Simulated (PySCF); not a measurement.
Multinuclear NMR of C₆H₁₅PSi

Molfile (atoms numbered from 1):
```
C6H15PSi
     RDKit          3D

 23 23  0  0  0  0  0  0  0  0999 V2000
    1.3750   -0.9838    1.8533 C   0  0  0  0  0  0  0  0  0  0  0  0
    1.0523   -0.3531    0.3122 P   0  0  1  0  0  5  0  0  0  0  0  0
    2.6344    0.0707   -0.4932 C   0  0  0  0  0  0  0  0  0  0  0  0
    0.0663   -1.4887   -0.7553 C   0  0  0  0  0  0  0  0  0  0  0  0
   -1.0233   -0.4166   -0.9895 C   0  0  1  0  0  0  0  0  0  0  0  0
   -2.2524   -0.6966   -0.1421 C   0  0  0  0  0  0  0  0  0  0  0  0
   -0.2176    0.8155   -0.5227 C   0  0  1  0  0  0  0  0  0  0  0  0
   -1.0052    2.1646    0.5436 Si  0  0  0  0  0  4  0  0  0  0  0  0
    0.4728   -1.2734    2.3846 H   0  0  0  0  0  0  0  0  0  0  0  0
    2.0033   -0.3230    2.4444 H   0  0  0  0  0  0  0  0  0  0  0  0
    2.9611    1.0472   -0.1362 H   0  0  0  0  0  0  0  0  0  0  0  0
    3.3682   -0.6817   -0.2105 H   0  0  0  0  0  0  0  0  0  0  0  0
    2.5177    0.1015   -1.5752 H   0  0  0  0  0  0  0  0  0  0  0  0
    0.5984   -1.7712   -1.6658 H   0  0  0  0  0  0  0  0  0  0  0  0
   -0.2749   -2.3956   -0.2565 H   0  0  0  0  0  0  0  0  0  0  0  0
   -1.3233   -0.3394   -2.0391 H   0  0  0  0  0  0  0  0  0  0  0  0
   -2.7353   -1.6169   -0.4682 H   0  0  0  0  0  0  0  0  0  0  0  0
   -1.9643   -0.8087    0.9013 H   0  0  0  0  0  0  0  0  0  0  0  0
   -2.9712    0.1166   -0.2205 H   0  0  0  0  0  0  0  0  0  0  0  0
    0.2695    1.2847   -1.3827 H   0  0  0  0  0  0  0  0  0  0  0  0
   -1.4258    1.6380    1.8417 H   0  0  0  0  0  0  0  0  0  0  0  0
    0.0188    3.1927    0.7495 H   0  0  0  0  0  0  0  0  0  0  0  0
   -2.1492    2.7444   -0.1632 H   0  0  0  0  0  0  0  0  0  0  0  0
  1  2  2  0
  2  3  1  6
  2  4  1  0
  4  5  1  0
  5  6  1  0
  5  7  1  0
  7  8  1  0
  7  2  1  0
  1  9  1  0
  1 10  1  0
  3 11  1  0
  3 12  1  0
  3 13  1  0
  4 14  1  0
  4 15  1  0
  5 16  1  6
  6 17  1  0
  6 18  1  0
  6 19  1  0
  7 20  1  6
  8 21  1  0
  8 22  1  0
  8 23  1  0
M  END
```

PySCF calculation with shielding tensors at PBE0/pcSseg-1 (GIAO) and GFN2-xTB geometry; gas phase, fast rotation and ring inversion assumed for equivalent nuclei, relativity neglected, a single conformation.

(1) What are the 31P shifts?

(2) Predict the 29Si NMR data.

Answers

(1) 
```csv
atoms,environment,σ (ppm),δ (ppm)
P2,"phosphorus bonded to 4 C, in a 4-membered ring",322.0,3.4
```

Shieldings were converted by a linear fit to measured shifts: 31P: δ = 270.09 − 0.828σ (rms 18.1 ppm, 64 shifts vs H3PO4, solution or neat liquid). Occasional misses reach two or three times the rms, and more in compound classes unlike the fitted ones.

On a 300 MHz spectrometer 31P resonates near 121.4 MHz, so 1 ppm is 121.4 Hz.

(2) 
| atoms | environment | σ (ppm) | δ (ppm) |
| --- | --- | --- | --- |
| Si8 | silicon bonded to C, 3 H | 435.4 | -77.9 |

Shieldings were converted by a linear fit to measured shifts: 29Si: δ = 279.94 − 0.822σ (rms 8.9 ppm, 72 shifts, 25.8 ppm with the 6 outliers that the fit left out vs TMS, solution or neat liquid). Occasional misses reach two or three times the rms, and more in compound classes unlike the fitted ones.

On a 400 MHz spectrometer 29Si resonates near 79.5 MHz, so 1 ppm is 79.5 Hz.
